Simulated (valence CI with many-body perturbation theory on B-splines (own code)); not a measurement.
E1 line list for Yb⁶³⁺

Level of theory: valence CI with perturbative core correlation (CI+MBPT): five valence electrons over a frozen Dirac-Fock core [He], radial functions for each j: 11 s, 11 p, 10 d, 8 f, 5 g, 2 h, with the one-electron correlation potential Σ1 (screened to all orders), the two-electron term Σ2, the three-electron term Σ3, Breit, model QED; selected single and double excitations, second order for the rest, scaled by the run's own slope (own B-spline code, finite nucleus).

The last digits are not significant, and no measured levels were compared; by estimate large intervals hold to a few tenths of a per cent, small ones and those within an open d or f shell to about a per cent. Among the levels kept, up to 7400 cm⁻¹ of a level comes from second order outside the variational space, and about a tenth of that is noise between levels of different J, which matters for small intervals.

Lines 101 to 150 of 600 in falling wavelength, among levels below 11216 eV, chosen from the strongest by gf and those to the six lowest levels. Wavelengths and rates use the calculated energies. Electric multipoles are in the length gauge, E1 and E2 with the static RPA response of the core. Weak lines are less certain than strong ones. Lines between different terms over intervals too small for the method are left out, as are lines whose strength nearly cancels. The highest levels of a list are the least certain.

Levels are named by their leading jj configuration (3d3/2^4 stands for four electrons in 3d with j = 3/2), which in mixed levels can hold well under half, so a name can repeat and another be missing. Letters in brackets count levels of one name in rising energy.

| λ vac (nm) | Upper | Lower | A (s⁻¹) | S (a.u.) |
| --- | --- | --- | --- | --- |
| 2.989 | (2s^2 2p3/2^2 3d3/2) J=3/2 [a] | (2s^2 2p3/2^2 3p1/2) J=3/2 | 4.62e+11 | 2.44e-02 |
| 2.988 | (2p1/2^2 2p3/2^2 3p3/2) J=5/2 | (2p1/2^2 2p3/2^2 3s) J=3/2 | 2.16e+11 | 1.70e-02 |
| 2.988 | (2s^2 2p1/2 2p3/2 3p3/2) J=1/2 [a] | (2s^2 2p1/2 2p3/2 3s) J=1/2 | 5.91e+11 | 1.56e-02 |
| 2.987 | (2s^2 2p3/2^2 3d3/2) J=7/2 | (2s^2 2p3/2^2 3p1/2) J=5/2 | 5.89e+11 | 6.20e-02 |
| 2.986 | (2s^2 2p1/2 2p3/2 3p3/2) J=7/2 | (2s^2 2p1/2 2p3/2 3s) J=5/2 | 8.45e+11 | 8.88e-02 |
| 2.985 | (2s 2p1/2^2 2p3/2 3d3/2) J=3/2 [a] | (2s 2p1/2^2 2p3/2 3p1/2) J=3/2 [a] | 4.62e+11 | 2.43e-02 |
| 2.984 | (2s^2 2p3/2^2 3d3/2) J=3/2 [b] | (2s^2 2p3/2^2 3p1/2) J=1/2 | 5.47e+11 | 2.87e-02 |
| 2.984 | (2s^2 2p1/2 2p3/2 3d3/2) J=5/2 [a] | (2s^2 2p1/2 2p3/2 3p1/2) J=3/2 [a] | 4.65e+11 | 3.66e-02 |
| 2.983 | (2s 2p1/2^2 2p3/2 3d3/2) J=5/2 [b] | (2s 2p1/2^2 2p3/2 3p1/2) J=3/2 [b] | 5.56e+11 | 4.37e-02 |
| 2.982 | (2s 2p1/2 2p3/2^2 3d3/2) J=3/2 [a] | (2s 2p1/2 2p3/2^2 3p1/2) J=3/2 [a] | 3.88e+11 | 2.03e-02 |
| 2.980 | (2p1/2^2 2p3/2^2 3p3/2) J=1/2 | (2p1/2^2 2p3/2^2 3s) J=3/2 | 4.00e+11 | 1.04e-02 |
| 2.976 | (2s^2 2p1/2^2 3d3/2) J=3/2 | (2s^2 2p1/2^2 3p1/2) J=1/2 | 5.77e+11 | 3.00e-02 |
| 2.975 | (2s^2 2p3/2^2 3p3/2) J=7/2 | (2s^2 2p3/2^2 3s) J=5/2 | 8.93e+11 | 9.29e-02 |
| 2.975 | (2s^2 2p3/2^2 3d3/2) J=5/2 | (2s^2 2p3/2^2 3p1/2) J=3/2 | 2.73e+11 | 2.12e-02 |
| 2.972 | (2s 2p1/2 2p3/2^2 3p3/2) J=7/2 [a] | (2s 2p1/2 2p3/2^2 3s) J=5/2 [a] | 8.57e+11 | 8.89e-02 |
| 2.972 | (2s 2p1/2^2 2p3/2^2) J=3/2 | (2s^2 2p1/2 2p3/2^2) J=3/2 | 2.37e+10 | 1.23e-03 |
| 2.970 | (2s^2 2p3/2^2 3p3/2) J=5/2 | (2s^2 2p3/2^2 3s) J=5/2 | 4.69e+11 | 3.64e-02 |
| 2.970 | (2s 2p1/2^2 2p3/2 3d3/2) J=7/2 | (2s 2p1/2^2 2p3/2 3p1/2) J=5/2 | 5.43e+11 | 5.62e-02 |
| 2.968 | (2s 2p1/2 2p3/2^2 3d3/2) J=9/2 | (2s 2p1/2 2p3/2^2 3p1/2) J=7/2 | 5.53e+11 | 7.14e-02 |
| 2.966 | (2s 2p1/2 2p3/2^2 3d3/2) J=5/2 [c] | (2s 2p1/2 2p3/2^2 3p1/2) J=3/2 [b] | 3.69e+11 | 2.85e-02 |
| 2.965 | (2s 2p1/2 2p3/2^2 3d3/2) J=1/2 [a] | (2s 2p1/2 2p3/2^2 3p1/2) J=3/2 [a] | 6.04e+11 | 1.56e-02 |
| 2.965 | (2s^2 2p1/2 2p3/2 3p3/2) J=3/2 [a] | (2s^2 2p1/2 2p3/2 3s) J=1/2 | 2.89e+11 | 1.49e-02 |
| 2.965 | (2s 2p1/2 2p3/2^2 3d3/2) J=7/2 [a] | (2s 2p1/2 2p3/2^2 3p1/2) J=5/2 [a] | 5.36e+11 | 5.52e-02 |
| 2.964 | (2s^2 2p1/2 2p3/2 3d3/2) J=7/2 | (2s^2 2p1/2 2p3/2 3p1/2) J=5/2 | 5.73e+11 | 5.89e-02 |
| 2.959 | (2s 2p1/2 2p3/2^2 3p3/2) J=3/2 [d] | (2s 2p1/2 2p3/2^2 3s) J=3/2 [b] | 2.37e+11 | 1.21e-02 |
| 2.957 | (2s 2p1/2^2 2p3/2 3d3/2) J=1/2 [a] | (2s 2p1/2^2 2p3/2 3p1/2) J=3/2 [a] | 6.16e+11 | 1.57e-02 |
| 2.956 | (2s^2 2p1/2 2p3/2 3p3/2) J=5/2 [a] | (2s^2 2p1/2 2p3/2 3s) J=3/2 [a] | 8.92e+11 | 6.82e-02 |
| 2.955 | (2s 2p1/2 2p3/2^2 3d3/2) J=5/2 [a] | (2s 2p1/2 2p3/2^2 3p1/2) J=3/2 [a] | 2.36e+11 | 1.80e-02 |
| 2.954 | (2s 2p1/2 2p3/2^2 3p3/2) J=9/2 | (2s 2p1/2 2p3/2^2 3s) J=7/2 | 8.04e+11 | 1.02e-01 |
| 2.952 | (2s 2p1/2 2p3/2^2 3d3/2) J=5/2 [d] | (2s 2p1/2 2p3/2^2 3p1/2) J=3/2 [c] | 4.06e+11 | 3.09e-02 |
| 2.950 | (2s^2 2p1/2 2p3/2 3d3/2) J=3/2 [a] | (2s^2 2p1/2 2p3/2 3p1/2) J=1/2 | 3.29e+11 | 1.67e-02 |
| 2.949 | (2s^2 2p3/2^2 3d3/2) J=1/2 | (2s^2 2p3/2^2 3p1/2) J=3/2 | 6.03e+11 | 1.53e-02 |
| 2.946 | (2s 2p1/2^2 2p3/2 3p3/2) J=5/2 [a] | (2s 2p1/2^2 2p3/2 3s) J=3/2 [a] | 3.52e+11 | 2.66e-02 |
| 2.946 | (2s 2p1/2 2p3/2^2 3p3/2) J=3/2 [c] | (2s 2p1/2 2p3/2^2 3s) J=1/2 [a] | 8.27e+11 | 4.17e-02 |
| 2.945 | (2s 2p1/2 2p3/2^2 3p3/2) J=5/2 [d] | (2s 2p1/2 2p3/2^2 3s) J=3/2 [c] | 5.92e+11 | 4.48e-02 |
| 2.942 | (2s 2p1/2 2p3/2^2 3p3/2) J=7/2 [b] | (2s 2p1/2 2p3/2^2 3s) J=7/2 | 5.01e+11 | 5.04e-02 |
| 2.938 | (2s 2p1/2 2p3/2^2 3p3/2) J=3/2 [d] | (2s 2p1/2 2p3/2^2 3s) J=1/2 [b] | 3.87e+11 | 1.94e-02 |
| 2.936 | (2s 2p1/2^2 2p3/2 3p3/2) J=7/2 | (2s 2p1/2^2 2p3/2 3s) J=5/2 | 7.95e+11 | 7.95e-02 |
| 2.934 | (2p1/2^2 2p3/2^2 3p1/2) J=5/2 | (2s 2p1/2 2p3/2^2 3p1/2) J=5/2 [a] | 1.26e+11 | 9.44e-03 |
| 2.934 | (2s 2p1/2 2p3/2^2 3d3/2) J=3/2 [d] | (2s 2p1/2 2p3/2^2 3p1/2) J=1/2 [b] | 1.78e+11 | 8.85e-03 |
| 2.920 | (2s 2p1/2 2p3/2^2 3p3/2) J=3/2 [b] | (2s 2p1/2 2p3/2^2 3s) J=5/2 [b] | 7.83e+11 | 3.85e-02 |
| 2.920 | (2s 2p1/2 2p3/2^2 3p3/2) J=5/2 [e] | (2s 2p1/2 2p3/2^2 3s) J=5/2 [c] | 1.71e+11 | 1.26e-02 |
| 2.918 | (2s 2p1/2 2p3/2^2 3p3/2) J=3/2 [e] | (2s 2p1/2 2p3/2^2 3s) J=3/2 [d] | 2.94e+11 | 1.44e-02 |
| 2.917 | (2s 2p1/2^2 2p3/2 3p3/2) J=1/2 [a] | (2s 2p1/2^2 2p3/2 3s) J=3/2 [a] | 7.77e+11 | 1.91e-02 |
| 2.916 | (2s 2p1/2^2 2p3/2 3d3/2) J=1/2 [b] | (2s 2p1/2^2 2p3/2 3p1/2) J=1/2 | 4.92e+11 | 1.20e-02 |
| 2.912 | (2s^2 2p1/2 2p3/2 3d3/2) J=1/2 [a] | (2s^2 2p1/2 2p3/2 3p1/2) J=1/2 | 5.35e+11 | 1.30e-02 |
| 2.911 | (2s 2p1/2 2p3/2^2 3d3/2) J=1/2 [b] | (2s 2p1/2 2p3/2^2 3p1/2) J=1/2 [b] | 3.31e+11 | 8.07e-03 |
| 2.904 | (2s^2 2p3/2^2 3p3/2) J=3/2 [b] | (2s^2 2p3/2^2 3s) J=1/2 | 8.20e+11 | 3.97e-02 |
| 2.900 | (2s 2p1/2 2p3/2^2 3d3/2) J=7/2 [b] | (2s 2p1/2 2p3/2^2 3p1/2) J=7/2 | 3.39e+11 | 3.27e-02 |
| 2.898 | (2s^2 2p1/2 2p3/2 3p3/2) J=3/2 [a] | (2s^2 2p1/2 2p3/2 3s) J=3/2 [a] | 1.68e+11 | 8.08e-03 |
